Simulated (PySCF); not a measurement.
## Nuclear quadrupole coupling in `[BH2-]1[NH2+][BH2-][NH2+]1`

Species: B2H8N2.
Structure used (PBE0-D3(BJ)/def2-SVP), in Å, numbered top down from 1:
```xyz
12
B2H8N2 angstrom
B      0.3850    0.8162   -0.6402
N      1.0778   -0.2516    0.3253
B     -0.3850   -0.8138    0.6346
N     -1.0768    0.2474   -0.3388
H      0.5215    1.9545   -0.2280
H      0.7060    0.6528   -1.8040
H      1.7033   -0.9066   -0.1348
H      1.5660    0.1425    1.1243
H     -0.5268   -1.9564    0.2364
H     -0.7021   -0.6353    1.7973
H     -1.5583   -0.1518   -1.1393
H     -1.7084    0.9008    0.1152
```

Field gradients from the PBE0/pcSseg-1 density (PySCF, non-relativistic), principal values in atomic units, ordered |Vxx| ≤ |Vyy| ≤ |Vzz|:

```json
{"atom": "B1", "Vxx": "0.0342", "Vyy": "0.1677", "Vzz": "-0.2019"}
{"atom": "N2", "Vxx": "0.1323", "Vyy": "0.3893", "Vzz": "-0.5216"}
{"atom": "B3", "Vxx": "0.0342", "Vyy": "0.1677", "Vzz": "-0.2020"}
{"atom": "N4", "Vxx": "0.1324", "Vyy": "0.3892", "Vzz": "-0.5216"}
```

Find the asymmetry η = (Vxx − Vyy)/Vzz and the couplings χ = eQV/h (234.96 MHz × Q in barn × V in au), with Q(11B) = 0.04059 b, Q(14N) = 0.02044 b.

| atom | environment | nucleus | η | χzz (MHz) | χxx (MHz) | χyy (MHz) |
| --- | --- | --- | --- | --- | --- | --- |
| B1 | four-coordinate boron | 11B | 0.66 | -1.926 | 0.327 | 1.599 |
| N2 | nitrogen bonded to 2 B and 2 H | 14N | 0.49 | -2.505 | 0.635 | 1.870 |
| B3 | four-coordinate boron | 11B | 0.66 | -1.926 | 0.327 | 1.600 |
| N4 | nitrogen bonded to 2 B and 2 H | 14N | 0.49 | -2.505 | 0.636 | 1.869 |

The tensor is traceless: Vxx + Vyy + Vzz = 0.

What is Vzz at N2 in SI units (1 au = 9.71736 × 10²¹ V/m²)?

-0.5216 au = -5.068 × 10²¹ V/m².

What couplings would deuterons (Q(2H) = 0.00286 b) have in place of the hydrogens, at this geometry?

| atom | bonded to | bond length (Å) | Vzz (au) | η | χzz (kHz) |
| --- | --- | --- | --- | --- | --- |
| H5 | B1 | 1.218 | 0.1951 | 0.06 | 131 |
| H6 | B1 | 1.218 | 0.1951 | 0.06 | 131 |
| H7 | N2 | 1.016 | 0.3888 | 0.09 | 261 |
| H8 | N2 | 1.016 | 0.3889 | 0.09 | 261 |
| H9 | B3 | 1.218 | 0.1951 | 0.06 | 131 |
| H10 | B3 | 1.218 | 0.1951 | 0.06 | 131 |
| H11 | N4 | 1.016 | 0.3888 | 0.09 | 261 |
| H12 | N4 | 1.016 | 0.3889 | 0.09 | 261 |

Geometry: PBE0-D3(BJ)/def2-SVP; no solvent, vibrations or thermal averaging. These gradients aren't converged with respect to the basis.
